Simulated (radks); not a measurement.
Zr, configuration [Kr] 4d2 5s2.

Method: scalar-relativistic Kohn-Sham, LDA (Slater exchange, Perdew-Wang correlation), spin-unpolarised, spherical densities, finite nucleus; Fermi nuclear charge, rms radius 4.2694 fm; hard spherical wall at 10 bohr; computed with a radial shooting solver on a logarithmic mesh with Libxc functionals.

Energy parts (hartree):
total: -3594.55487
kinetic: 3694.77332
electron-nucleus: -8659.26726
Hartree: 1479.85102
exchange-correlation: -109.91195

Orbitals (lengths in bohr, moments of r in powers of bohr; r(max) is where P^2 peaks):
orbital,occ.,eigenvalue (hartree),<r>,r(max),<r^4>,<r^2>
1s,2,-654.0842,0.03711,0.02417,8.906e-06,0.001857
2s,2,-90.64769,0.1628,0.1371,0.001681,0.03124
2p,6,-80.90205,0.1418,0.1095,0.001205,0.02458
3s,2,-14.82958,0.4594,0.4087,0.09134,0.2421
3p,6,-11.65487,0.4628,0.4025,0.1027,0.2497
3d,10,-6.42568,0.4528,0.3466,0.1221,0.2482
4s,2,-2.00027,1.212,1.075,4.258,1.667
4p,6,-1.19140,1.369,1.177,7.525,2.155
5s,2,-0.16614,3.658,3.117,351.2,15.17
4d,2,-0.13444,2.291,1.610,93.03,6.538
5p,0,-0.04977,4.600,4.062,785.7,23.58
6s,0,0.07760,6.049,6.828,2127,40.76
4f,0,0.15587,6.224,6.442,1997,40.90

The highest occupied level is 4d at -3.658 eV. The electron density at the nucleus is 7.576e+04 e/bohr^3 (large components only). The density falls to 0.001 e/bohr^3 at r = 5.07 bohr.
